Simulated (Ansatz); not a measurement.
Stepwise reaction of `[Cl][GaH2]` with hydrogen chloride, as a gas-phase model of exchange steps in deposition or etching. ΔE in kJ/mol; ΔG adds harmonic PBE0-D4 terms to CCSD(T)/CBS, at 1 bar.

Isolated molecules relaxed with PBE0-D4/def2-TZVP in Ansatz; ΔE leaves out vibrations. CCSD(T)/CBS is the MP2 limit (def2-TZVPP, def2-QZVPP) plus CCSD(T) − MP2 in def2-TZVPP, frozen cores. This one scheme is used for every species. Functionals use def2-TZVPP. B3LYP here is the variant with VWN-RPA as its local correlation; programs differ in this. For Ga outer-core shells are correlated without core-valence functions, which leaves a few kJ/mol of doubt a bond. Scalar relativity is left out up to krypton.

```
step                                           reaction  PBE-D4  B3LYP-D4  ωB97M-V  CCSD(T)/CBS  ΔG(600 K)
   2  `[Cl][GaH][Cl]` + HCl → `[Cl][Ga]([Cl])[Cl]` + H₂   -81.3     -83.3    -81.6        -83.5      -68.9
```

Give the row of step 1, `[Cl][GaH2]` + HCl → `[Cl][GaH][Cl]` + H₂. (Best estimate.)

Ansatz gave: 
| step | reaction | PBE-D4 | B3LYP-D4 | ωB97M-V | CCSD(T)/CBS | ΔG(600 K) |
| --- | --- | --- | --- | --- | --- | --- |
| 1 | `[Cl][GaH2]` + HCl → `[Cl][GaH][Cl]` + H₂ | -99.8 | -100.9 | -99.4 | -101.6 | -92.8 |

By hand: ΔE of the 2 steps together at CCSD(T)/CBS.

(-101.6) + (-83.5) = -185.1 kJ/mol, or -92.5 kJ/mol a step.

In ΔE each step is higher than the one before. All are downhill at CCSD(T)/CBS. ΔG lies between -92.8 and -68.9 kJ/mol a step. PBE-D4 differs from CCSD(T)/CBS by 1.8 to 2.2 kJ/mol a step. Isolated molecules leave out the surface, adducts and barriers. Largest T1 diagnostic: 0.012.
